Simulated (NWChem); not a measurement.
The numbers come from NWChem runs, not from measurements. System: H₃ClSi, charge 0, spin multiplicity 1, at a geometry optimised with B3LYP/def2-SVP. The structure started from a generated list of species. Level: PBE/def2-SVP.

Job file:

```
start mol
memory heap 200 mb stack 900 mb global 1100 mb
geometry units angstroms nocenter noautoz noautosym
  Si     0.996521     0.027906     0.000000
  Cl    -1.081792    -0.030294     0.000000
  H      1.460043     0.744376     1.217998
  H      1.460043     0.744376    -1.217998
  H      1.519090    -1.364432     0.000000
end
basis spherical
  * library def2-svp
end
dft
  xc xpbe96 cpbe96
  semidirect memsize 60000000 filesize 0
  iterations 100
end
task dft energy
```

NWChem printed:

```
             Northwest Computational Chemistry Package (NWChem) 7.3.0
             --------------------------------------------------------

                                NWChem Input Module
                                -------------------

 Scaling coordinates for geometry "geometry" by  1.889725989
 (inverse scale =  0.529177249)

                             Geometry "geometry" -> ""
                             -------------------------

 Output coordinates in angstroms (scale by  1.889725989 to convert to a.u.)

  No.       Tag          Charge          X              Y              Z
 ---- ---------------- ---------- -------------- -------------- --------------
    1 Si                  14.0000     0.99652100     0.02790600     0.00000000
    2 Cl                  17.0000    -1.08179200    -0.03029400     0.00000000
    3 H                    1.0000     1.46004300     0.74437600     1.21799800
    4 H                    1.0000     1.46004300     0.74437600    -1.21799800
    5 H                    1.0000     1.51909000    -1.36443200     0.00000000

 Effective nuclear repulsion energy (a.u.)      85.4045721171

            Nuclear Dipole moment (a.u.)
            ----------------------------
        X                 Y               Z
 ---------------- ---------------- ----------------
     0.0000113384     0.0000113384     0.0000000000


 Summary of "ao basis" -> "" (spherical)
 ------------------------------------------------------------------------------
       Tag                 Description            Shells   Functions and Types
 ---------------- ------------------------------  ------  ---------------------
 *                          def2-svp                  on all atoms

  pbe96 is a nonlocal functional; adding pw91lda local functional.

                                 NWChem DFT Module
                                 -----------------

 Summary of "ao basis" -> "ao basis" (spherical)
 ------------------------------------------------------------------------------
       Tag                 Description            Shells   Functions and Types
 ---------------- ------------------------------  ------  ---------------------
 Si                         def2-svp                 8       18   4s3p1d
 Cl                         def2-svp                 8       18   4s3p1d
 H                          def2-svp                 3        5   2s1p

 Summary of "ao basis" -> "ao basis" (spherical)
 ------------------------------------------------------------------------------
       Tag                 Description            Shells   Functions and Types
 ---------------- ------------------------------  ------  ---------------------
 Si                         def2-svp                 8       18   4s3p1d
 Cl                         def2-svp                 8       18   4s3p1d
 H                          def2-svp                 3        5   2s1p

            General Information
            -------------------
          SCF calculation type: DFT
          Wavefunction type:  closed shell.
          No. of atoms     :     5
          No. of electrons :    34
           Alpha electrons :    17
            Beta electrons :    17
          Charge           :     0
          Spin multiplicity:     1
          Use of symmetry is: off; symmetry adaption is: off
          Maximum number of iterations: 100
          AO basis - number of functions:    51
                     number of shells:    25
          Convergence on energy requested:  1.00D-06
[...]
   time(s): 0.00e+00  0.00e+00  0.00e+00  0.00e+00  0.00e+00
rate(mb/s): 0.00e+00  0.00e+00
------------------------------------------------------------

   convergence    iter        energy       DeltaE   RMS-Dens  Diis-err    time
 ---------------- ----- ----------------- --------- --------- ---------  ------
 d= 0,ls=0.0,diis     1   -750.9085643948 -8.36D+02  1.81D-02  2.83D-01     0.5
 d= 0,ls=0.0,diis     2   -750.8976690636  1.09D-02  1.29D-02  2.49D-01     0.7
 d= 0,ls=0.0,diis     3   -750.9352686903 -3.76D-02  3.61D-03  3.17D-02     0.8
 d= 0,ls=0.0,diis     4   -750.9400495807 -4.78D-03  6.65D-04  7.53D-04     1.0
 d= 0,ls=0.0,diis     5   -750.9401534658 -1.04D-04  1.26D-04  2.79D-05     1.1
  Resetting Diis
 d= 0,ls=0.0,diis     6   -750.9401580308 -4.57D-06  1.95D-05  9.99D-07     1.3
 d= 0,ls=0.0,diis     7   -750.9401582312 -2.00D-07  6.11D-06  2.27D-08     1.5

         Total DFT energy =     -750.940158231192
      One electron energy =    -1208.040667831992
           Coulomb energy =      421.608879406954
    Exchange-Corr. energy =      -49.912941923271
 Nuclear repulsion energy =       85.404572117116

 Numeric. integr. density =       33.999991536973

     Total iterative time =      1.3s

                       DFT Final Molecular Orbital Analysis
                       ------------------------------------

 Vector   15  Occ=2.000000D+00  E=-3.400375D-01
              MO Center=  7.8D-01,  3.5D-01,  1.7D-03, r^2= 2.8D+00
   Bfn.  Coefficient  Atom+Function         Bfn.  Coefficient  Atom+Function
  ----- ------------  ---------------      ----- ------------  ---------------
    10      0.291181  1 Si pz                37      0.275059  3 H  s
    42     -0.274257  4 H  s                 31      0.252702  2 Cl pz
    13      0.238294  1 Si pz                28      0.203725  2 Cl pz
     7     -0.165603  1 Si pz                25      0.119690  2 Cl pz
    38      0.114371  3 H  s                 43     -0.114037  4 H  s

 Vector   16  Occ=2.000000D+00  E=-2.730497D-01
              MO Center= -4.5D-01, -1.5D-01, -2.1D-03, r^2= 2.6D+00
   Bfn.  Coefficient  Atom+Function         Bfn.  Coefficient  Atom+Function
  ----- ------------  ---------------      ----- ------------  ---------------
    30      0.578544  2 Cl py                27      0.425320  2 Cl py
    24      0.248033  2 Cl py                47      0.215971  5 H  s
    48      0.181583  5 H  s                  9     -0.121682  1 Si py
    42     -0.109382  4 H  s                 37     -0.106589  3 H  s
    43     -0.091964  4 H  s                 38     -0.089616  3 H  s

 Vector   17  Occ=2.000000D+00  E=-2.730496D-01
              MO Center= -4.5D-01,  1.3D-01,  2.1D-03, r^2= 2.6D+00
   Bfn.  Coefficient  Atom+Function         Bfn.  Coefficient  Atom+Function
  ----- ------------  ---------------      ----- ------------  ---------------
    31      0.578770  2 Cl pz                28      0.425486  2 Cl pz
    25      0.248130  2 Cl pz                37     -0.187844  3 H  s
    42      0.186231  4 H  s                 38     -0.157932  3 H  s
    43      0.156576  4 H  s                 10     -0.121730  1 Si pz
    17      0.071244  1 Si d  1               7      0.063178  1 Si pz

 Vector   18  Occ=0.000000D+00  E=-2.634179D-02
              MO Center=  8.6D-01,  2.4D-02, -1.4D-08, r^2= 3.3D+00
   Bfn.  Coefficient  Atom+Function         Bfn.  Coefficient  Atom+Function
  ----- ------------  ---------------      ----- ------------  ---------------
    11      1.052570  1 Si px                29      0.582596  2 Cl px
    22      0.536652  2 Cl s                  3     -0.329476  1 Si s
     8      0.311536  1 Si px                26      0.231428  2 Cl px
    21      0.200307  2 Cl s                  5     -0.164726  1 Si px
     2     -0.149533  1 Si s                 20     -0.144028  2 Cl s

 Vector   19  Occ=0.000000D+00  E= 2.539397D-02
              MO Center=  9.4D-01, -6.1D-02, -5.6D-05, r^2= 3.6D+00
   Bfn.  Coefficient  Atom+Function         Bfn.  Coefficient  Atom+Function
  ----- ------------  ---------------      ----- ------------  ---------------
    13      1.443647  1 Si pz                38     -1.044856  3 H  s
    43      1.044467  4 H  s                 31     -0.295277  2 Cl pz
    10      0.274393  1 Si pz                37     -0.172906  3 H  s
    42      0.172841  4 H  s                 15     -0.168296  1 Si d -1
     7     -0.145531  1 Si pz                28     -0.122938  2 Cl pz

 Vector   20  Occ=0.000000D+00  E= 2.539543D-02
              MO Center=  9.3D-01,  1.1D-01,  5.6D-05, r^2= 3.6D+00
   Bfn.  Coefficient  Atom+Function         Bfn.  Coefficient  Atom+Function
  ----- ------------  ---------------      ----- ------------  ---------------
    12      1.443093  1 Si py                48      1.206260  5 H  s
    38     -0.602827  3 H  s                 43     -0.603500  4 H  s
    30     -0.295161  2 Cl py                 9      0.274284  1 Si py
    47      0.199611  5 H  s                  6     -0.145473  1 Si py
    16     -0.143736  1 Si d  0              27     -0.122891  2 Cl py

 center of mass
 --------------
 x =  -0.15684907 y =  -0.00439220 z =   0.00000000

 moments of inertia (a.u.)
 ------------------
          21.558096808750          -7.188591116313           0.000000000000
          -7.188591116313         278.057443133818           0.000000000000
           0.000000000000           0.000000000000         278.258751755036

     Multipole analysis of the density
     ---------------------------------

     L   x y z        total         alpha         beta         nuclear
     -   - - -        -----         -----         ----         -------
     0   0 0 0     -0.000000    -17.000000    -17.000000     34.000000

     1   1 0 0      0.500607      0.250298      0.250298      0.000011
     1   0 1 0      0.014018      0.007004      0.007004      0.000011
     1   0 0 1      0.000000      0.000000      0.000000      0.000000

     2   2 0 0    -19.910082    -82.034295    -82.034295    144.158509
     2   1 1 0      0.017844     -1.861231     -1.861231      3.740306
     2   1 0 1      0.000000      0.000000      0.000000      0.000000
     2   0 2 0    -20.546944    -15.623586    -15.623586     10.700229
     2   0 1 1      0.000000      0.000000      0.000000      0.000000
     2   0 0 2    -20.547447    -15.571465    -15.571465     10.595484

 Task  times  cpu:        1.4s     wall:        1.4s

 Total times  cpu:        1.5s     wall:        1.5s
```
